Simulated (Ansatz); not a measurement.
## Worked example: C2H10GeSi → C2H7Ge + SiH3

Species: C2H10GeSi `[SiH3]C[CH2][GeH3]`, singlet; C2H7Ge `[CH2][CH2][GeH3]`, doublet; SiH3 (silyl radical) `[SiH3]`, doublet. 

Shapes, held fixed at every level: PBE0-D4/def2-TZVP. Flexible molecules stand in one conformer, not always the lowest. Programs: Ansatz 0.2.0. Electronic energies: no zero-point or thermal term.

At CCSD(T)/def2-TZVPP; 1 Eh = 2625.50 kJ/mol:

```
  species   energy (Eh)
C2H10GeSi  -2446.725637
   C2H7Ge  -2155.806958
     SiH3   -290.783840
```

Question: Work out ΔE of the reaction at this level.

Answer: 
1. Products less reactants: (-2155.806958) + (-290.783840) − [(-2446.725637)] = 0.134839 Eh = +354.0 kJ/mol.

Other levels give +250.6 (HF/def2-TZVPP) to +363.8 kJ/mol (wB97X-V/def2-TZVPP). No measured value is set beside it here. Open shells run unrestricted unless RO is named. Relativity is left out for Ge unless named. Correlated rows may include outer-core shells of Ge, which these sets cover unevenly.
